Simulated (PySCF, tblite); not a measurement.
Isomers of C6H13FOSi, one GFN2-xTB conformer each. Single-point energies are computed at PBE0/pcSseg-1 (PySCF, gas phase, no added dispersion term), electronic only.

```csv
SMILES,GFN2-xTB relative energy (kJ/mol)
COC/C(C)=C(\[SiH3])CF,394.1
C=C(C)[SiH2][C@H](F)OCC,422.1
CC(C)[C@@H]1CCO[Si@@H]1F,0.0
```

Conformers: `[CH3:1][O:2][CH2:3]/[C:4]([CH3:5])=[C:6](\[SiH3:7])[CH2:8][F:9]` with C1–O2–C3–C4 -75°, O2–C3–C4–C5 146°, C4–C6–C8–F9 -152°; `[CH2:1]=[C:2]([CH3:3])[SiH2:4][C@H:5]([F:6])[O:7][CH2:8][CH3:9]` with C1–C2–Si4–C5 120°, C2–Si4–C5–F6 -171°, Si4–C5–O7–C8 -176°, C5–O7–C8–C9 175°; `[CH3:1][CH:2]([CH3:3])[C@@H:4]1[CH2:5][CH2:6][O:7][Si@@H:8]1[F:9]` with C1–C2–C4–C5 178°, C2–C4–C5–C6 -157°, C4–C5–C6–O7 39°, C5–C6–O7–Si8 -27°, C6–O7–Si8–F9 124°.

**Question.** What does PBE0/pcSseg-1 give for the same structures?

**Answer.** 
```
                  SMILES  PBE0/pcSseg-1 E (Eh)  PBE0/pcSseg-1 (kJ/mol)  GFN2-xTB (kJ/mol)  point group
CC(C)[C@@H]1CCO[Si@@H]1F            -700.49072                     0.0                0.0           C1
 C=C(C)[SiH2][C@H](F)OCC            -700.34760                   375.8              422.1           C1
   COC/C(C)=C(\[SiH3])CF            -700.32850                   425.9              394.1           C1
```

Both levels put the same isomer lowest; measured from each level's own lowest isomer, the values differ by up to 46.3 kJ/mol (C=C(C)[SiH2][C@H](F)OCC: 422.1 against 375.8). As drawn, the lowest has an Si–O bond and an Si–F bond, which the highest lacks; the highest has a C=C bond outside aromatic rings, which the lowest lacks.

**Question.** Which frontier levels, dipoles and rotational constants go with these structures?

**Answer.** 
| SMILES | HOMO (eV, PBE0/pcSseg-1) | LUMO (eV) | dipole (D) | A, B, C (MHz) |
| --- | --- | --- | --- | --- |
| CC(C)[C@@H]1CCO[Si@@H]1F | -8.18 | 1.00 | 2.78 | 1954, 1121, 797.9 |
| C=C(C)[SiH2][C@H](F)OCC | -7.53 | -0.19 | 2.07 | 1846, 811.5, 608.1 |
| COC/C(C)=C(\[SiH3])CF | -7.19 | -0.36 | 3.82 | 1632, 1070, 784.5 |

**Question.** What happens when harmonic zero-point energies from GFN2-xTB frequencies are added?

**Answer.** 
```csv
SMILES,ZPE (kJ/mol),electronic (kJ/mol),with ZPE (kJ/mol)
CC(C)[C@@H]1CCO[Si@@H]1F,479.7,0.0,0.0
C=C(C)[SiH2][C@H](F)OCC,455.1,375.8,351.2
COC/C(C)=C(\[SiH3])CF,452.8,425.9,399.1
```

The zero-point energies span 26.9 kJ/mol. The order is unchanged.
